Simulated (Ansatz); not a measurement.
`[SiH3]CC1=C[Te]1` and `C1=C[Te]1` differ in one atom or group.

Ansatz, PBE0-D4/def2-TZVP geometries, multiplicity 1. Each molecule was computed in one conformer, which needn't be the lowest.

Elements past krypton have def2 core potentials.

```csv
property,`[SiH3]CC1=C[Te]1`
LUMO energy (PBE0/def2-TZVPP) / eV,-1.00
HOMO–LUMO gap (ωB97M-V/def2-TZVPP) / eV,8.18
HOMO energy (B3LYP/def2-TZVPP) / eV,-5.02
HOMO energy (PBE0/def2-TZVPP) / eV,-5.22
LUMO energy (B3LYP/def2-TZVPP) / eV,-1.21
LUMO energy (PBE/def2-TZVPP) / eV,-1.82
```

(1) Give the same properties after the change, and the shifts. (Best estimate.)

Answers

(1) The calculation gave: 
| property | `C1=C[Te]1` | shift |
| --- | --- | --- |
| LUMO energy (PBE0/def2-TZVPP) / eV | -1.24 | -0.24 |
| HOMO–LUMO gap (ωB97M-V/def2-TZVPP) / eV | 8.14 | -0.04 |
| HOMO energy (B3LYP/def2-TZVPP) / eV | -5.19 | -0.17 |
| HOMO energy (PBE0/def2-TZVPP) / eV | -5.39 | -0.17 |
| LUMO energy (B3LYP/def2-TZVPP) / eV | -1.46 | -0.25 |
| LUMO energy (PBE/def2-TZVPP) / eV | -2.06 | -0.24 |

With PBE0 the HOMO falls by 0.17 eV and the LUMO falls by 0.24 eV, so the gap narrows by about 0.07 eV. PBE moves the HOMO by -0.15 eV and ωB97M-V by -0.17 eV.

B3LYP here is the variant with VWN-RPA as its local correlation; programs differ in this.

Spin–orbit coupling is left out; it splits and shifts lone-pair levels of the heavy atoms by tenths of an eV.
